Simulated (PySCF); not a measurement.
C₂H₂Cl₂, charge -1, doublet, geometry from GFN2-xTB (a state made from the parent by changing its charge; the spin is typed, not shown lowest) (in this run its highest filled SCF level lies above zero, so its values depend strongly on the basis, on diffuse functions most of all); B3LYP/def2-SV(P) run with PySCF.

Input for PySCF:
```python
from pyscf import gto, scf, dft

mol = gto.Mole()
mol.atom = '''
    Cl    2.517382    0.383357    0.050845
    C     0.473157   -0.405193   -0.042985
    C    -0.471558    0.402854   -0.072443
    Cl   -2.518040   -0.382395   -0.003377
    H     0.665935   -1.447813   -0.018664
    H    -0.664351    1.445495   -0.095718
'''
mol.basis = 'def2-sv(p)'
mol.charge = -1
mol.spin = 1
mol.verbose = 4
mol.build()

mf = dft.UKS(mol)
mf.xc = 'b3lyp'
mf.kernel()
mf.analyze()
```

It wrote (shortened):

```
PySCF version 2.14.0

[INPUT] verbose = 4
[INPUT] num. atoms = 6
[INPUT] num. electrons = 49
[INPUT] charge = -1
[INPUT] spin (= nelec alpha-beta = 2S) = 1
[INPUT] symmetry False subgroup None
[INPUT] Mole.unit = angstrom
[INPUT] Symbol           X                Y                Z      unit          X                Y                Z       unit  Magmom
[INPUT]  1 Cl     2.517382000000   0.383357000000   0.050845000000 AA    4.757162530910   0.724439737935   0.096083124804 Bohr   0.0
[INPUT]  2 C      0.473157000000  -0.405193000000  -0.042985000000 AA    0.894137143921  -0.765703797591  -0.081229877464 Bohr   0.0
[INPUT]  3 C     -0.471558000000   0.402854000000  -0.072443000000 AA   -0.891115471848   0.761283728186  -0.136897429642 Bohr   0.0
[INPUT]  4 Cl    -2.518040000000  -0.382395000000  -0.003377000000 AA   -4.758405970700  -0.722621821403  -0.006381605123 Bohr   0.0
[INPUT]  5 H      0.665935000000  -1.447813000000  -0.018664000000 AA    1.258434766762  -2.735970049585  -0.035269848389 Bohr   0.0
[INPUT]  6 H     -0.664351000000   1.445495000000  -0.095718000000 AA   -1.255441440581   2.731589664428  -0.180880805191 Bohr   0.0

nuclear repulsion = 151.996143746773
number of shells = 32
number of NR pGTOs = 128
number of NR cGTOs = 68
basis = def2-sv(p)
ecp = {}

******** <class 'pyscf.dft.uks.UKS'> ********
method = UKS
initial guess = minao
damping factor = 0
level_shift factor = 0
DIIS = <class 'pyscf.scf.diis.CDIIS'>
diis_start_cycle = 1
diis_space = 8
diis_damp = 0
SCF conv_tol = 1e-09
SCF conv_tol_grad = None
SCF max_cycles = 50
direct_scf = True
direct_scf_tol = 1e-13
number electrons alpha = 25  beta = 24
XC library pyscf.dft.libxc version 7.1.2
    S. Lehtola, C. Steigemann, M. J. T. Oliveira, and M. A. L. Marques,  SoftwareX 7, 1–5 (2018)
XC functionals = b3lyp
    P. J. Stephens, F. J. Devlin, C. F. Chabalowski, and M. J. Frisch,  J. Phys. Chem. 98, 11623 (1994)
radial grids:
    Treutler-Ahlrichs [JCP 102, 346 (1995); DOI:10.1063/1.469408] (M4) radial grids

becke partition: Becke, JCP 88, 2547 (1988); DOI:10.1063/1.454033
pruning grids: <function nwchem_prune>
grids dens level: 3
symmetrized grids: False
atomic radii adjust function: <function treutler_atomic_radii_adjust>
small_rho_cutoff = 0
Set gradient conv threshold to 3.16228e-05
tot grids = 85616
init E= -997.387837994709

cycle= 1 E= -997.38599318005  delta_E= 0.00184  |g|= 0.309  |ddm|= 1.76
cycle= 2 E= -997.403402202453  delta_E= -0.0174  |g|= 0.266  |ddm|= 0.884
cycle= 3 E= -997.438132495003  delta_E= -0.0347  |g|= 0.0645  |ddm|= 0.446
cycle= 4 E= -997.440654137441  delta_E= -0.00252  |g|= 0.0142  |ddm|= 0.0946
cycle= 5 E= -997.440785106825  delta_E= -0.000131  |g|= 0.00105  |ddm|= 0.0197
cycle= 6 E= -997.44078693808  delta_E= -1.83e-06  |g|= 0.000461  |ddm|= 0.00336
cycle= 7 E= -997.440787172932  delta_E= -2.35e-07  |g|= 0.00013  |ddm|= 0.00112
cycle= 8 E= -997.440787198033  delta_E= -2.51e-08  |g|= 3.03e-05  |ddm|= 0.000405
cycle= 9 E= -997.440787199567  delta_E= -1.53e-09  |g|= 1.09e-05  |ddm|= 0.000102
cycle= 10 E= -997.440787199719  delta_E= -1.52e-10  |g|= 1.39e-05  |ddm|= 4.35e-05
Extra cycle  E= -997.440787199321  delta_E= 3.98e-10  |g|= 3.15e-05  |ddm|= 5.1e-05
converged SCF energy = -997.440787199321  <S^2> = 0.75346381  2S+1 = 2.0034608
**** SCF Summaries ****
Total Energy =                        -997.440787199321335
Nuclear Repulsion Energy =             151.996143746773328
One-electron Energy =                -1688.053871039525347
Two-electron Energy =                  538.616940093430685
Two-electron Coulomb Energy =          606.954904521694857
DFT Exchange-Correlation Energy =      -68.337964428264115
**** MO energy ****
                             alpha | beta                alpha | beta
MO #1   energy= -101.245769385339  | -101.243300141475  occ= 1 | 1
MO #2   energy= -101.24575434599   | -101.243285139398  occ= 1 | 1
MO #3   energy= -10.030879860275   | -10.0254716593677  occ= 1 | 1
MO #4   energy= -10.0291696897544  | -10.0238040135377  occ= 1 | 1
MO #5   energy= -9.19847232511124  | -9.19604790766646  occ= 1 | 1
MO #6   energy= -9.19846192840363  | -9.19603806051772  occ= 1 | 1
MO #7   energy= -6.96747886000352  | -6.96035312730542  occ= 1 | 1
MO #8   energy= -6.96747033414371  | -6.96034507112525  occ= 1 | 1
MO #9   energy= -6.95862577085747  | -6.95705303090073  occ= 1 | 1
MO #10  energy= -6.95862069252835  | -6.95704810744562  occ= 1 | 1
MO #11  energy= -6.9585918682002   | -6.95702703234314  occ= 1 | 1
MO #12  energy= -6.95858704806667  | -6.95702210465475  occ= 1 | 1
MO #13  energy= -0.605509944566714 | -0.589652058241569 occ= 1 | 1
MO #14  energy= -0.560849110227829 | -0.545142624767659 occ= 1 | 1
MO #15  energy= -0.53390827991179  | -0.517810910120095 occ= 1 | 1
MO #16  energy= -0.39317920359797  | -0.388160967845577 occ= 1 | 1
MO #17  energy= -0.300794479079377 | -0.295342040059258 occ= 1 | 1
MO #18  energy= -0.21146657788649  | -0.178498650074469 occ= 1 | 1
MO #19  energy= -0.139801442926259 | -0.133170721714565 occ= 1 | 1
MO #20  energy= -0.12583314438233  | -0.0968743980050686 occ= 1 | 1
MO #21  energy= -0.0872172908220668 | -0.0816556925327867 occ= 1 | 1
MO #22  energy= -0.0839593425547845 | -0.0775453646016097 occ= 1 | 1
MO #23  energy= -0.0829548202024848 | -0.0773553121699273 occ= 1 | 1
MO #24  energy= -0.066058033913857 | -0.0600125367589408 occ= 1 | 1
MO #25  energy= 0.0209715222705631 | 0.105995431275329  occ= 1 | 0
MO #26  energy= 0.193177161446065  | 0.206505255891789  occ= 0 | 0
MO #27  energy= 0.200356771704151  | 0.217535638240868  occ= 0 | 0
MO #28  energy= 0.248854398615318  | 0.251095354973238  occ= 0 | 0
MO #29  energy= 0.301724864332902  | 0.313195928479501  occ= 0 | 0
MO #30  energy= 0.491006257066266  | 0.496046196467932  occ= 0 | 0
MO #31  energy= 0.514863652692235  | 0.519168049351352  occ= 0 | 0
MO #32  energy= 0.640674866822561  | 0.64415379872246   occ= 0 | 0
MO #33  energy= 0.668897398513059  | 0.674737207406238  occ= 0 | 0

To work with the spin densities directly, `use mulliken_meta_spin()` only printing them here.

 ** Mulliken spin pop alpha/beta on meta-lowdin orthogonal AOs **
 ** Mulliken Spin Density (per AO)  **
spin_pop of  0 Cl 1s        0.00000
spin_pop of  0 Cl 2s       -0.00000
spin_pop of  0 Cl 3s        0.01092
spin_pop of  0 Cl 4s        0.00012
spin_pop of  0 Cl 2px       0.00001
spin_pop of  0 Cl 2py       0.00000
spin_pop of  0 Cl 2pz      -0.00000
spin_pop of  0 Cl 3px       0.25934
spin_pop of  0 Cl 3py       0.01875
spin_pop of  0 Cl 3pz       0.00111
spin_pop of  0 Cl 4px       0.00050
spin_pop of  0 Cl 4py      -0.00001
spin_pop of  0 Cl 4pz      -0.00008
spin_pop of  0 Cl 3dxy      0.00010
spin_pop of  0 Cl 3dyz      0.00001
spin_pop of  0 Cl 3dz^2     0.00018
spin_pop of  0 Cl 3dxz      0.00003
spin_pop of  0 Cl 3dx2-y2    0.00037
spin_pop of  1 C 1s       -0.00000
spin_pop of  1 C 2s        0.03138
spin_pop of  1 C 3s       -0.00024
spin_pop of  1 C 2px       0.12771
spin_pop of  1 C 2py       0.05569
spin_pop of  1 C 2pz       0.00040
spin_pop of  1 C 3px       0.00031
spin_pop of  1 C 3py       0.00008
spin_pop of  1 C 3pz      -0.00006
spin_pop of  1 C 3dxy     -0.00020
spin_pop of  1 C 3dyz      0.00004
spin_pop of  1 C 3dz^2     0.00016
spin_pop of  1 C 3dxz     -0.00007
spin_pop of  1 C 3dx2-y2    0.00046
spin_pop of  2 C 1s       -0.00000
spin_pop of  2 C 2s        0.03138
spin_pop of  2 C 3s       -0.00024
spin_pop of  2 C 2px       0.12712
spin_pop of  2 C 2py       0.05618
spin_pop of  2 C 2pz       0.00052
spin_pop of  2 C 3px       0.00031
spin_pop of  2 C 3py       0.00008
spin_pop of  2 C 3pz      -0.00006
spin_pop of  2 C 3dxy     -0.00020
spin_pop of  2 C 3dyz      0.00004
spin_pop of  2 C 3dz^2     0.00016
spin_pop of  2 C 3dxz     -0.00007
spin_pop of  2 C 3dx2-y2    0.00047
spin_pop of  3 Cl 1s        0.00000
spin_pop of  3 Cl 2s       -0.00000
spin_pop of  3 Cl 3s        0.01092
spin_pop of  3 Cl 4s        0.00012
spin_pop of  3 Cl 2px       0.00001
spin_pop of  3 Cl 2py       0.00000
spin_pop of  3 Cl 2pz      -0.00000
spin_pop of  3 Cl 3px       0.26016
spin_pop of  3 Cl 3py       0.01842
spin_pop of  3 Cl 3pz       0.00062
spin_pop of  3 Cl 4px       0.00051
spin_pop of  3 Cl 4py      -0.00001
spin_pop of  3 Cl 4pz      -0.00008
spin_pop of  3 Cl 3dxy      0.00010
spin_pop of  3 Cl 3dyz      0.00001
spin_pop of  3 Cl 3dz^2     0.00018
spin_pop of  3 Cl 3dxz      0.00003
spin_pop of  3 Cl 3dx2-y2    0.00037
spin_pop of  4 H 1s       -0.00711
spin_pop of  4 H 2s        0.00009
spin_pop of  5 H 1s       -0.00711
spin_pop of  5 H 2s        0.00009
 ** Mulliken Spin Density (per atom)  **
spin density of  0 Cl =      0.29134
spin density of  1 C =      0.21566
spin density of  2 C =      0.21567
spin density of  3 Cl =      0.29135
spin density of  4 H =     -0.00701
spin density of  5 H =     -0.00701
 ** Mulliken pop alpha/beta on meta-lowdin orthogonal AOs **
 ** Mulliken pop       alpha | beta **
In total            25.00000 | 24.00000
 ** Mulliken atomic charges   ( Nelec_alpha | Nelec_beta ) **
charge of  0Cl =     -0.50892  (     8.90013      8.60879 )
charge of  1C =     -0.10699  (     3.16132      2.94567 )
charge of  2C =     -0.10707  (     3.16137      2.94570 )
charge of  3Cl =     -0.50892  (     8.90014      8.60879 )
charge of  4H =      0.11595  (     0.43852      0.44553 )
charge of  5H =      0.11595  (     0.43852      0.44553 )

WARN: System has nonzero charge -1; the dipole moment is origin-dependent.
Location of origin: [0. 0. 0.]

Dipole moment(X, Y, Z, Debye):  0.00123, -0.00154, -0.06979
```
